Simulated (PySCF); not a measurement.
`FP(F)[SiH3]`, F2H3PSi

Molfile (atoms numbered from 1):
```
F2H3PSi
     RDKit          3D

  7  6  0  0  0  0  0  0  0  0999 V2000
    1.7590    1.1259    0.6356 F   0  0  0  0  0  0  0  0  0  0  0  0
    1.3537    0.2028   -0.6373 P   0  0  0  0  0  0  0  0  0  0  0  0
    1.7662   -1.2488   -0.0358 F   0  0  0  0  0  0  0  0  0  0  0  0
   -0.8752    0.0125   -0.0763 Si  0  0  0  0  0  4  0  0  0  0  0  0
   -0.9797   -0.3769    1.3590 H   0  0  0  0  0  0  0  0  0  0  0  0
   -1.4768   -1.0361   -0.9530 H   0  0  0  0  0  0  0  0  0  0  0  0
   -1.5460    1.3240   -0.3199 H   0  0  0  0  0  0  0  0  0  0  0  0
  1  2  1  0
  2  3  1  0
  2  4  1  0
  4  5  1  0
  4  6  1  0
  4  7  1  0
M  END
```

Computed, not measured: GIAO BHandHLYP/STO-3G magnetisability, rotational g tensor and spin-rotation constants, non-relativistic, gas phase (PySCF 2.14.0). Geometry: PBE0-D3(BJ)/def2-SVP.

(1) How diamagnetic is it, and how anisotropic?

(2) Split it along the inertial axes a, b, c into diamagnetic and paramagnetic parts about the centre of mass, with the quadrupole moment.

(3) And the rotational g tensor?

Results:

(1) Isotropic -812 × 10⁻³⁰ J/T², or -48.9 × 10⁻⁶ cm³/mol; principal values -839, -819, -778 × 10⁻³⁰ J/T², anisotropy 54 × 10⁻³⁰ J/T² (root of half the summed squared differences of the principal values). The susceptibility is in cgs units.

(2) 
| axis | χ (10⁻⁶ cm³/mol) | diamagnetic (10⁻⁶ cm³/mol) | paramagnetic (10⁻⁶ cm³/mol) | summed x² of all electrons (Å²) | quadrupole Θ (D Å) |
| --- | --- | --- | --- | --- | --- |
| a | -50.4 | -234.4 | 184.0 | 81.5 | +0.71 |
| b | -49.3 | -420.4 | 371.0 | 37.6 | -1.28 |
| c | -47.1 | -505.1 | 458.1 | 17.6 | +0.57 |

Anisotropies 2χaa − χbb − χcc = -4.4 and 2χbb − χaa − χcc = -1.3 × 10⁻⁶ cm³/mol. Θ is traceless in Buckingham's convention.

(3) 
| axis | rotational constant (GHz) | g | nuclear part | electronic part |
| --- | --- | --- | --- | --- |
| a | 6.3259 | -0.0292 | 0.5176 | -0.5468 |
| b | 3.2320 | -0.0147 | 0.5486 | -0.5633 |
| c | 2.5501 | -0.0157 | 0.5331 | -0.5488 |

Asymmetric top; isotopes 19F, 1H, 31P, 28Si; no vibrational averaging.
